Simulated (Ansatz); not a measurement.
A search over several starts for the lowest SCF solution of the cluster As2Se3⁻ at the given spin, in a small basis.

```yaml
crystal:
  periodic: [false, false, false]
  atoms:
    - {symbol: As, position_ang: [1.931651, -0.211869, -0.717455]}
    - {symbol: As, position_ang: [-1.905889, 0.705001, -0.402068]}
    - {symbol: Se, position_ang: [-2.050444, 2.355184, 1.206913]}
    - {symbol: Se, position_ang: [2.042145, -2.515070, -0.843796]}
    - {symbol: Se, position_ang: [-0.017463, -0.333245, 0.756418]}
basis:
  gaussian: {orbitals: def2-SVP, initial_orbitals: start.molden}
total_charge: -1
magnetization: {spin_polarized: true, initial_magnetization: 3}
hamiltonian: {xc: pbe, dispersion: d4}
output: {orbitals: {seedname: orbitals}}
```

The file start.molden holds the orbitals of an earlier run on this structure, at another level or in another basis.

```sh
$ ansatz run in.yaml --threads 4 --pin off --events-out ev --progress --plain --max-ram 4787MiB
```

Output, abridged:

```
Functional definition: PBE
1764 factors; their error is unknown
mean field evaluation 1: about -317649.4639 eV, gradient 3.5e0 eV
mean field evaluation 2: about -317649.5691 eV, gradient 8.5e-2 eV
mean field evaluation 4: about -317649.2152 eV, gradient 1.5e-4 eV
mean field evaluation 8: about -317646.5157 eV, gradient 2.6e1 eV
mean field evaluation 16: about -317649.5690 eV, gradient 1.8e-1 eV
mean field evaluation 32: about -317647.2363 eV, gradient 4.9e0 eV
mean field -317649.21516561 eV, -11673.3933469651 hartree, gradient 2.3e-5 eV, S^2 3.754922; 5 other end points of the search recorded, 0 dependent functions left out
reference -317649.21519594 eV, -11673.3933480796 hartree; 86, 83 occupied and 74, 77 virtual orbitals, 1764 factors
Total energy: -317649.54008216 eV, -11673.4052874278 hartree
```

It took 9.5 s on 4 threads of Arm Neoverse V2 on a shared host.

At PBE0-D4/def2-TZVPD a doublet of charge -1 lies 1.31 eV below the quartet, each at its own geometry. The structure comes from a short search, and lower isomers may exist.
